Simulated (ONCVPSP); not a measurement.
**Mg (Z = 12): excitation energies, all-electron against ONCV**

```json
{
 "Element": "magnesium",
 "Generator": "ONCVPSP 4.0.1",
 "Type": "optimised norm-conserving Vanderbilt (ONCV)",
 "Functional": "LDA (Perdew-Wang 92)",
 "Relativity": "scalar-relativistic",
 "Frozen core": "[He]",
 "Valence charge": "10",
 "Reference configuration": "2s2 2p6 3s2",
 "Partial waves": "2s+3s: rc 1.30 bohr, ncon 3, nbas 7, qcut 12.3 1/bohr, 2 projectors; 2p: rc 1.00 bohr, ncon 4, nbas 8, qcut 11.9 1/bohr, 2 projectors, debl 2.7 Ha",
 "Local potential": "polynomial inside 1.00 bohr (lpopt 5, dvloc0 0 Ha)",
 "Core correction": "Teter function, fcfact 3.5, rcfact 1.55"
}
```

Energies are relative to the spin-unpolarised reference configuration 2s2 2p6 3s2; without spin polarisation the order of configurations can differ from experiment.

Question: Give the all-electron excitation energy and the error of the potential for: 2s2 2p6 3s1; 2s2 2p6 3s0; 2s2 2p6 3s1.5; 2s2 2p6 3s0 3p2.

Answer:

```json
{"valence configuration": "2s2 2p6 3s1", "charge": "+1", "ΔE all-electron (eV)": "8.068", "error AE − PS (meV)": "-0.2"}
{"valence configuration": "2s2 2p6 3s0", "charge": "+2", "ΔE all-electron (eV)": "23.111", "error AE − PS (meV)": "-1.4"}
{"valence configuration": "2s2 2p6 3s1.5", "charge": "+0.5", "ΔE all-electron (eV)": "3.189", "error AE − PS (meV)": "-0.1"}
{"valence configuration": "2s2 2p6 3s0 3p2", "charge": "0", "ΔE all-electron (eV)": "7.266", "error AE − PS (meV)": "-0.1"}
```
